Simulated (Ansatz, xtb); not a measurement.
## C4H11GaO: which of two structures lies lower

Structure I: `CCCC[O][GaH2]`, a singlet. Structure II: a singlet given by its coordinates. Both are isolated molecules in the gas phase, relaxed with PBE0-D3(BJ)/def2-SVP; the shapes shown needn't be the lowest conformers.

I (Å):

```yaml
atoms:
  - { symbol: C, position_ang: [0.9318, -2.8757, 0.7208] }
  - { symbol: C, position_ang: [0.6629, -1.7579, -0.2733] }
  - { symbol: C, position_ang: [0.6502, -0.3753, 0.3620] }
  - { symbol: C, position_ang: [0.3150, 0.7396, -0.6147] }
  - { symbol: Ga, position_ang: [-2.3829, 1.5594, -0.9111] }
  - { symbol: O, position_ang: [-0.9422, 0.5463, -1.2030] }
  - { symbol: H, position_ang: [0.1630, -2.9015, 1.5102] }
  - { symbol: H, position_ang: [0.9367, -3.8617, 0.2317] }
  - { symbol: H, position_ang: [1.9068, -2.7472, 1.2188] }
  - { symbol: H, position_ang: [-0.3043, -1.9192, -0.7762] }
  - { symbol: H, position_ang: [1.4242, -1.7776, -1.0736] }
  - { symbol: H, position_ang: [-0.0849, -0.3538, 1.1880] }
  - { symbol: H, position_ang: [1.6326, -0.1580, 0.8189] }
  - { symbol: H, position_ang: [1.0771, 0.7604, -1.4176] }
  - { symbol: H, position_ang: [0.3799, 1.7154, -0.0912] }
  - { symbol: H, position_ang: [-3.6546, 1.0711, -1.6647] }
  - { symbol: H, position_ang: [-2.1733, 2.7878, 0.0381] }
```

II (Å):

```yaml
atoms:
  - { symbol: C, position_ang: [-0.5696, -1.2479, -0.8123] }
  - { symbol: C, position_ang: [0.5156, -1.3368, 1.3540] }
  - { symbol: C, position_ang: [1.4804, -0.4360, 2.0942] }
  - { symbol: C, position_ang: [1.1279, 2.6257, 0.4802] }
  - { symbol: Ga, position_ang: [1.8253, 0.7809, 0.5213] }
  - { symbol: O, position_ang: [0.1110, -0.5643, 0.2048] }
  - { symbol: H, position_ang: [0.0447, -2.0676, -1.2265] }
  - { symbol: H, position_ang: [-0.7921, -0.5269, -1.6098] }
  - { symbol: H, position_ang: [-1.5184, -1.6671, -0.4350] }
  - { symbol: H, position_ang: [-0.3937, -1.6278, 1.9119] }
  - { symbol: H, position_ang: [1.0054, -2.2604, 0.9939] }
  - { symbol: H, position_ang: [2.3546, -0.9816, 2.4745] }
  - { symbol: H, position_ang: [1.0007, 0.0908, 2.9321] }
  - { symbol: H, position_ang: [2.8755, 0.2958, -0.5613] }
  - { symbol: H, position_ang: [0.2704, 2.7522, 1.1583] }
  - { symbol: H, position_ang: [1.9116, 3.3367, 0.7899] }
  - { symbol: H, position_ang: [0.8159, 2.9123, -0.5365] }
```

Close contacts (Å): C1–O6 1.40, C2–C3 1.51, C2–O6 1.44, C3–Ga5 2.02, C4–Ga5 1.97, Ga5–O6 2.20, C1–H7 1.10, C1–H8 1.10, C1–H9 1.10, C2–H10 1.11, C2–H11 1.11, C3–H12 1.10, C3–H13 1.10, C4–H15 1.10, C4–H16 1.10, C4–H17 1.10, Ga5–H14 1.58.

Q: Which of the two would you expect CCSD(T)/def2-SVP + ΔMP2/def2-TZVPP electronic energies to favour?

A: Structure I; the calculation gives E(II) − E(I) = +13.5 kcal/mol.

Level by level:

```json
{"level": "PBE0-D3(BJ)/def2-SVP", "geometry": "PBE0-D3(BJ)/def2-SVP", "E(II) − E(I) (kcal/mol)": "+14.7", "departure from the last row (kcal/mol)": "+1.3", "job, with rough time for the two": "optimisation, 93 s"}
{"level": "HF/def2-SVP", "geometry": "PBE0-D3(BJ)/def2-SVP", "E(II) − E(I) (kcal/mol)": "+17.6", "departure from the last row (kcal/mol)": "+4.1", "job, with rough time for the two": "part of the CCSD(T) run"}
{"level": "MP2/def2-SVP", "geometry": "PBE0-D3(BJ)/def2-SVP", "E(II) − E(I) (kcal/mol)": "+17.6", "departure from the last row (kcal/mol)": "+4.2", "job, with rough time for the two": "part of the CCSD(T) run"}
{"level": "CCSD(T)/def2-SVP", "geometry": "PBE0-D3(BJ)/def2-SVP", "E(II) − E(I) (kcal/mol)": "+17.6", "departure from the last row (kcal/mol)": "+4.2", "job, with rough time for the two": "single point"}
{"level": "CCSD(T)/def2-SVP + ΔMP2/def2-TZVPP", "geometry": "PBE0-D3(BJ)/def2-SVP", "E(II) − E(I) (kcal/mol)": "+13.5", "departure from the last row (kcal/mol)": "", "job, with rough time for the two": "single point, 35 s"}
```

None of the levels shown reverses the order. The largest departure from CCSD(T)/def2-SVP + ΔMP2/def2-TZVPP is that of MP2/def2-SVP, 4.2 kcal/mol. Levels run at GFN2-xTB geometries aren't shown. The last row adds to CCSD(T) the change of the MP2 difference between the two basis sets, here −4.2 kcal/mol, a large step that makes the value less sure.

With thermal terms from frequencies at re-optimised GFN2-xTB minima (ideal gas, soft modes damped towards free rotors, one conformer each, 298.15 K, 1 atm): on the last row, ΔE + ΔZPE = +12.5, ΔH = +13.0, ΔG = +11.9 kcal/mol.

The correlated steps freeze 14 core orbitals; the filled d shell of Ga is correlated, in a basis made for valence electrons. Programs: Ansatz 0.2.0, xtb 6.7.1; the last row on 4 threads of Intel(R) Xeon(R) 6975P-C (Granite Rapids) on a shared host.
